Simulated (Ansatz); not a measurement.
Ansatz (a first-principles code) input:

Ansatz 0.2 input:
```yaml
crystal:
  periodic: [false, false, false]
  atoms:
    - {symbol: O, position_ang: [1.56199035, -0.57889312, 0.20386997]}
    - {symbol: Al, position_ang: [-0.00169334, 0.01851669, -0.00244273]}
    - {symbol: O, position_ang: [-1.42850623, -0.88075879, -0.01131233]}
    - {symbol: F, position_ang: [-0.15000537, 1.64031215, -0.21639038]}
    - {symbol: H, position_ang: [1.79454088, -1.49736424, 0.33758674]}
    - {symbol: H, position_ang: [-1.49035213, -1.82894677, 0.10122103]}
basis:
  gaussian:
    orbitals: def2-TZVPD
hamiltonian:
  xc: {name: PBE}
total_charge: 1
magnetization: {spin_polarized: true, initial_magnetization: 1}
```

Question: Which total energy does the run end on?

Answer: -493.43147 Eh (PBE/def2-TZVPD). The basis has 181 functions.

This state (charge 1, doublet) is run at the relaxed geometry of the species with charge 0 and multiplicity 1.
